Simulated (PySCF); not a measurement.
**Field gradients at the hydrogen positions**

C5H10Si.
Structure used (GFN2-xTB), in Å, numbered top down from 1:
```xyz
16
C5H10Si angstrom
C      2.9518    0.3780   -0.3843
C      1.7951   -0.1039    0.0639
C      0.5111    0.4117   -0.3475
C     -0.6895   -0.0393    0.0495
C     -0.8260   -1.1932    1.0048
Si    -2.2878    0.7423   -0.5690
H      2.9875    1.1892   -1.0934
H      3.8996   -0.0197   -0.0637
H      1.7959   -0.9204    0.7726
H      0.5530    1.2423   -1.0416
H     -0.3816   -0.9511    1.9706
H     -0.3249   -2.0798    0.6166
H     -1.8727   -1.4404    1.1669
H     -3.0569    1.2271    0.5825
H     -1.9872    1.8487   -1.4766
H     -3.0748   -0.2826   -1.2628
```

Level: PBE0/pcSseg-1 (PySCF, non-relativistic); Q(2H) = 0.00286 b; rigid geometry, the same for H and D, with no vibrational averaging.

Task: Rank these positions by the coupling χzz of a deuteron there, largest first.
A. H8 (vinylic hydrogen)
B. H14 (Si–H hydrogen)
C. H13 (methyl hydrogen)
D. H10 (vinylic hydrogen)

Result: A (227 kHz), D (215 kHz), C (210 kHz), B (108 kHz).

Task: Give the electric field gradient Vzz (the principal value of largest size), its asymmetry and the 2H coupling at each hydrogen.

Result: 
```tsv
atom	bonded to	bond length (Å)	Vzz (au)	η	χzz (kHz)
H7	C1	1.078	0.3342	0.05	225
H8	C1	1.077	0.3372	0.05	227
H9	C2	1.081	0.3244	0.06	218
H10	C3	1.083	0.3197	0.08	215
H11	C5	1.090	0.3103	0.01	209
H12	C5	1.090	0.3108	0.01	209
H13	C5	1.088	0.3129	0.05	210
H14	Si6	1.467	0.1606	0.02	108
H15	Si6	1.462	0.1638	0.02	110
H16	Si6	1.467	0.1610	0.02	108
```

Task: Average by the element that carries the hydrogen.

Result: on C: 216 kHz over 7 positions, mean bond length 1.084 Å; on Si: 109 kHz over 3 positions, mean bond length 1.465 Å.

Task: How does χzz go with the bond length over the 7 C–H bonds?

Result: A straight-line fit has a slope of -13.2 kHz for each 0.01 Å, with a correlation coefficient of -0.98, over lengths from 1.077 to 1.090 Å. The longer bonds have the smaller couplings here.

Task: A static deuteron (I = 1) shows a doublet split by (3/2)χ, (3/4)χ(1 + η) and (3/4)χ(1 − η) with the field along z, y and x of the gradient. What are these for H12?

Result: With |χ| = 208.8 kHz and η = 0.014: 313, 159 and 154 kHz, to first order and without motion.

The structure is a single GFN2-xTB conformer in the gas phase; no vibrational or solvent corrections. GFN2-xTB bond lengths can be off by several hundredths of an ångström, more for odd bonds, and the gradients follow them. With so small a basis the couplings can be 20 % off.

The run behind these numbers computed NMR shieldings as well. Time: 18 s wall; peak memory 0.73 GiB. Hardware: one thread of an Arm Neoverse V2, shared host.
